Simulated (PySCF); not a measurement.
Constitutional and geometric isomers with formula C2HNO. Gas-phase values, no solvent. Strings in code marks are SMILES.

The S1 excitation (TDA) from two functionals at the same geometries (CAM-B3LYP-D3(BJ)/def2-TZVP), both in PySCF: PBE-D3(BJ)/def2-TZVP and TPSSh-D3(BJ)/def2-TZVP. Excitations are Tamm–Dancoff values on a coarser integration grid. The basis has no diffuse functions, so Rydberg states are missing or too high.

```tsv
species	TPSSh-D3(BJ)/def2-TZVP (eV)
`N#CC=O`	3.89
`N=C=C=O`	1.12
`O=c1cn1`	3.40
```

Question: What does PBE-D3(BJ)/def2-TZVP give for each?

Answer: 
- `N#CC=O`: 3.59
- `N=C=C=O`: 0.99
- `O=c1cn1`: 3.00
Over these rows, drawn at random from the members with no instability flagged (it was tested for open shells, ions and some series alone), PBE minus TPSSh-D3(BJ): mean -0.28 eV, from -0.41 eV to -0.13 eV.
